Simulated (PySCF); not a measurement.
Compound: CH₉GeNOSi.
Cartesian coordinates in Å at the PBE0-D3(BJ)/def2-SVP level; atoms count from 1:
```xyz
14
CH9GeNOSi angstrom
C      1.7326   -0.3504    0.9143
N      1.3032   -0.2390   -0.4594
Ge     0.2475    1.0876   -1.0974
O     -1.4595    0.8883   -0.5853
Si    -2.2321   -0.3638    0.1708
H      1.0557   -0.9489    1.5536
H      2.7400   -0.7952    0.9845
H      1.7982    0.6518    1.3670
H      1.2955   -1.1163   -0.9678
H      0.7084    2.4182   -0.4909
H      0.2591    1.0185   -2.6297
H     -3.6866   -0.0436    0.2462
H     -2.0619   -1.6521   -0.5768
H     -1.7115   -0.5740    1.5601
```

Method: PBE0-D3(BJ)/def2-SVP geometry optimisation, gas phase (PySCF 2.14.0).

Masses are those of the commonest isotopes; rigid-rotor values at the optimised geometry. The values belong to one conformer with, in the numbering `[CH3:1][NH:2][GeH2:3][O:4][SiH3:5]`, C1–N2–Ge3–O4 -74°, N2–Ge3–O4–Si5 -9°.

Task: Give the principal moments of inertia and the rotational constants in MHz.

Result: Ia = 155.94, Ib = 293.21, Ic = 415.13 u·Å²; 505379 MHz·u·Å²/I gives A = 3241, B = 1724, C = 1217 MHz.

Task: What kind of rotor is it?

Result: An asymmetric top: κ = (2 × 1724 − 3241 − 1217)/(3241 − 1217) = -0.50.

Task: What does the inertial defect say?

Result: Not planar: Δ = Ic − Ia − Ib = -34.03 u·Å². For a rigid frame Δ = −2 Σ m c², so Σ m c² = 17.01 u·Å² lies off the ab plane: 10.44 from hydrogen and 6.57 from heavier atoms. The atom farthest from that plane is 1.52 Å away.

Task: Give the other two planar moments, Paa and Pbb, and the rms extents of the mass along the axes.

Result: Paa = Σ m a² = (Ib + Ic − Ia)/2 = 276.20 and Pbb = Σ m b² = (Ia + Ic − Ib)/2 = 138.93 u·Å². With the mass M = 152.97 u, the rms extents √(P/M) along a, b and c are 1.34, 0.95, 0.33 Å.

Task: Where do the levels up to J = 5 lie, in K?

Result: Above 0(0,0), as E/k:
J = 1: 1(0,1) 0.141, 1(1,1) 0.214, 1(1,0) 0.238
J = 2: 2(0,2) 0.418, 2(1,2) 0.472, 2(1,1) 0.545, 2(2,1) 0.763, 2(2,0) 0.768
J = 3: 3(0,3) 0.823, 3(1,3) 0.856, 3(1,2) 1.001, 3(2,2) 1.187, 3(2,1) 1.211, 3(3,1) 1.614, 3(3,0) 1.615
J = 4: 4(0,4) 1.346, 4(1,4) 1.364, 4(1,3) 1.602, 4(2,3) 1.747, 4(2,2) 1.813, 4(3,2) 2.188, 4(3,1) 2.192, 4(4,1) 2.775, 4(4,0) 2.775
J = 5: 5(0,5) 1.983, 5(1,5) 1.992, 5(1,4) 2.338, 5(2,4) 2.442, 5(2,3) 2.575, 5(3,3) 2.905, 5(3,2) 2.923, 5(4,2) 3.492, 5(4,1) 3.493, 5(5,1) 4.246, 5(5,0) 4.246
Those of J = 1 are B + C, A + C and A + B.

Task: Which lines would a microwave search look for?

Result: The dipole components are |μa| = 1.41 D, |μb| = 0.98 D, |μc| = 0.63 D. Intensities carry the squares of the components, which stand as 1.00 : 0.48 : 0.20 (a : b : c). Some lines, for components of 0.1 D or more:

```csv
type,branch,"J(Ka,Kc)",MHz,lower level (cm⁻¹)
a,Q,"1(1,0) ← 1(1,1)",506,0.149
a,Q,"4(2,2) ← 4(2,3)",1372,1.214
b,Q,"3(1,2) ← 3(0,3)",3720,0.572
b,Q,"3(2,1) ← 3(1,2)",4375,0.696
c,Q,"2(2,1) ← 2(1,1)",4552,0.379
b,Q,"2(2,0) ← 2(1,1)",4659,0.379
b,Q,"4(1,3) ← 4(0,4)",5338,0.935
b,R,"3(0,3) ← 2(1,2)",7305,0.328
c,Q,"4(3,2) ← 4(2,2)",7803,1.260
a,R,"3(1,3) ← 2(1,2)",8003,0.328
b,R,"3(1,3) ← 2(0,2)",9121,0.291
a,R,"3(1,2) ← 2(1,1)",9507,0.379
b,R,"4(0,4) ← 3(1,3)",10200,0.595
a,R,"4(0,4) ← 3(0,3)",10897,0.572
b,Q,"4(4,0) ← 4(3,1)",12141,1.524
c,R,"3(1,2) ← 2(0,2)",12143,0.291
a,R,"4(1,3) ← 3(1,2)",12515,0.696
c,R,"3(2,1) ← 2(1,1)",13881,0.379
b,R,"3(2,1) ← 2(1,2)",15400,0.328
b,R,"3(3,0) ← 2(2,1)",17750,0.531
b,R,"4(2,2) ← 3(1,3)",19942,0.595
b,R,"4(4,1) ← 3(3,0)",24165,1.123
```

Whether it is a minimum is left open (no frequencies). Constants of a rigid frame at the computed geometry: no zero-point averaging, no centrifugal distortion. A rigid rotor knows nothing of inversion at nitrogen or internal rotation, which can split or shift real lines. Quadrupole hyperfine structure (14N) is left out.
